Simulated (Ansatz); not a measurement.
Born–Oppenheimer molecular dynamics of CH3NOSi (7 atoms, charge 0, multiplicity 1). It goes on from the last frame of an earlier run, with new velocities.

Theory: UKS B3LYP-D4/6-31G* (Ansatz).

```
ensemble        : NVT, Langevin thermostat
time step       : 0.5 fs
steps asked     : 266
set temperature : 2000 K
friction        : 0.5 /fs
seed            : 657807
```

Frames 2.5 fs apart, positions in Å, forces in eV/Å.

Velocities at 55 fs (Å/ps):

```
O -8.00 -1.04 0.63
Si -9.48 9.26 -1.18
C -11.08 11.54 -20.48
N -30.63 6.30 10.39
H -42.01 -3.35 -35.66
H -55.71 -29.58 58.16
H 91.75 73.00 -50.23
```

```xyz
7
Properties=species:S:1:pos:R:3:forces:R:3 time_fs=55 energy_less_start_eV=1.437 T=3221
O -0.784 1.294 -1.011 6.61 0.48 4.52
Si 0.134 0.573 0.223 -0.77 -3.93 -0.63
C 0.795 -1.267 0.280 -4.82 1.55 0.12
N -0.404 -1.136 0.938 3.68 0.89 -2.31
H -1.535 1.217 -1.467 -4.85 -1.03 -2.47
H 0.647 1.278 1.385 -0.14 0.95 -0.23
H 1.072 -2.236 -0.252 0.28 1.08 0.99
7
Properties=species:S:1:pos:R:3:forces:R:3 time_fs=57.5 energy_less_start_eV=1.861 T=1874
O -0.783 1.274 -1.045 1.42 0.04 1.42
Si 0.121 0.575 0.228 -1.32 -4.19 -0.94
C 0.765 -1.248 0.235 -5.37 0.58 0.49
N -0.473 -1.148 0.972 5.48 0.83 -3.68
H -1.602 1.230 -1.577 0.56 -0.49 0.95
H 0.629 1.227 1.420 -0.13 1.16 -0.18
H 1.148 -2.209 -0.394 -0.65 2.08 1.94
7
Properties=species:S:1:pos:R:3:forces:R:3 time_fs=60 energy_less_start_eV=2.138 T=747
O -0.782 1.264 -1.044 -0.38 0.01 0.15
Si 0.114 0.562 0.223 -2.25 -6.11 -2.28
C 0.768 -1.283 0.208 -6.55 2.51 2.03
N -0.504 -1.187 0.988 5.97 1.42 -4.06
H -1.639 1.171 -1.602 2.25 -0.32 1.97
H 0.672 1.288 1.237 0.80 2.09 1.40
H 1.066 -2.192 -0.358 0.16 0.40 0.78
7
Properties=species:S:1:pos:R:3:forces:R:3 time_fs=62.5 energy_less_start_eV=1.960 T=1097
O -0.767 1.271 -1.042 2.92 0.61 2.68
Si 0.107 0.557 0.218 -1.82 -5.86 -1.58
C 0.752 -1.284 0.199 -6.95 3.76 2.73
N -0.520 -1.222 0.974 5.84 1.89 -3.89
H -1.488 1.115 -1.612 -1.34 -0.88 -0.69
H 0.736 1.334 1.179 0.57 1.69 0.91
H 1.000 -2.132 -0.383 0.77 -1.19 -0.15
7
Properties=species:S:1:pos:R:3:forces:R:3 time_fs=65 energy_less_start_eV=1.104 T=2435
O -0.760 1.319 -1.009 1.30 0.26 1.31
Si 0.104 0.557 0.209 -1.01 -4.21 -0.42
C 0.703 -1.251 0.197 -5.36 2.72 1.89
N -0.476 -1.201 0.962 4.31 1.97 -3.07
H -1.488 1.229 -1.630 0.04 -0.61 0.36
H 0.790 1.406 1.157 -0.07 0.69 -0.01
H 1.014 -2.139 -0.307 0.79 -0.83 -0.04
7
Properties=species:S:1:pos:R:3:forces:R:3 time_fs=67.5 energy_less_start_eV=1.161 T=1919
O -0.775 1.312 -1.001 0.02 0.19 0.15
Si 0.089 0.540 0.215 0.22 -2.27 0.20
C 0.684 -1.253 0.200 -4.00 5.15 1.65
N -0.435 -1.171 0.920 1.72 1.59 -1.20
H -1.456 1.355 -1.738 1.41 -0.71 1.80
H 0.908 1.446 1.183 -1.10 -0.44 -1.10
H 0.933 -2.084 -0.304 1.72 -3.51 -1.50
7
Properties=species:S:1:pos:R:3:forces:R:3 time_fs=70 energy_less_start_eV=0.822 T=1619
O -0.805 1.275 -0.975 1.41 0.09 2.00
Si 0.066 0.539 0.224 0.52 -1.54 0.65
C 0.651 -1.221 0.194 -1.94 0.75 -0.57
N -0.441 -1.155 0.928 1.21 1.44 -0.95
H -1.366 1.392 -1.728 -0.29 -0.43 -0.33
H 0.857 1.474 1.249 -1.24 -0.73 -1.44
H 0.993 -2.155 -0.310 0.35 0.42 0.63
7
Properties=species:S:1:pos:R:3:forces:R:3 time_fs=72.5 energy_less_start_eV=0.782 T=1580
O -0.794 1.273 -0.944 -0.09 0.90 0.16
Si 0.067 0.558 0.222 0.50 -2.70 0.88
C 0.592 -1.219 0.154 -1.52 -1.00 0.04
N -0.491 -1.133 0.932 2.25 1.41 -1.80
H -1.278 1.352 -1.776 0.42 -0.52 0.53
H 0.798 1.502 1.194 -0.78 -0.48 -0.94
H 1.043 -2.264 -0.279 -0.77 2.39 1.13
7
Properties=species:S:1:pos:R:3:forces:R:3 time_fs=75 energy_less_start_eV=0.602 T=1630
O -0.781 1.280 -0.919 0.17 1.46 1.59
Si 0.057 0.579 0.230 1.07 -3.73 1.03
C 0.534 -1.217 0.174 0.49 -0.17 -1.90
N -0.476 -1.103 0.950 -0.26 1.22 0.02
H -1.176 1.263 -1.750 -0.79 -0.50 -1.94
H 0.755 1.503 1.131 -0.24 0.13 -0.12
H 0.933 -2.197 -0.357 -0.44 1.59 1.32
7
Properties=species:S:1:pos:R:3:forces:R:3 time_fs=77.5 energy_less_start_eV=0.707 T=1831
O -0.795 1.268 -0.897 -1.56 1.88 -1.31
Si 0.054 0.611 0.233 1.94 -4.60 1.92
C 0.516 -1.228 0.222 1.37 1.96 -2.47
N -0.484 -1.093 0.957 -1.79 1.28 1.20
H -1.212 1.256 -1.754 0.13 -0.43 -0.03
H 0.660 1.585 1.150 -0.20 -0.04 -0.04
H 0.910 -2.104 -0.334 0.11 -0.06 0.72
7
Properties=species:S:1:pos:R:3:forces:R:3 time_fs=80 energy_less_start_eV=0.706 T=2626
O -0.780 1.262 -0.905 -2.64 1.71 -3.80
Si 0.042 0.603 0.244 2.12 -4.05 2.70
C 0.533 -1.238 0.239 0.46 2.55 -1.22
N -0.485 -1.101 0.968 -1.35 1.45 0.72
H -1.195 1.144 -1.817 1.15 -0.19 2.22
H 0.518 1.682 1.220 -0.32 -0.88 -0.67
H 0.934 -2.144 -0.192 0.58 -0.58 0.05
7
Properties=species:S:1:pos:R:3:forces:R:3 time_fs=82.5 energy_less_start_eV=0.622 T=1747
O -0.760 1.283 -0.902 -1.61 1.43 -2.27
Si 0.044 0.579 0.252 1.12 -4.41 2.15
C 0.542 -1.240 0.255 -0.23 -0.77 -0.54
N -0.497 -1.142 1.008 0.18 2.21 -0.53
H -1.121 1.062 -1.781 0.42 -0.24 0.81
H 0.500 1.660 1.146 0.11 -0.32 -0.01
H 0.921 -2.316 -0.067 0.01 2.11 0.39
```

Of the whole run (133 fs, mean temperature of the second half 1995 K): A run of 0.13 ps of so small a system gives no equilibrium averages. The friction is so strong that the motion is overdamped, so the time scale means little. The orbitals were unrestricted but ended closed-shell.

Time of the run: 13 min on 2 threads of Arm Neoverse N1, with other jobs on the host, peak memory 0.17 GiB.
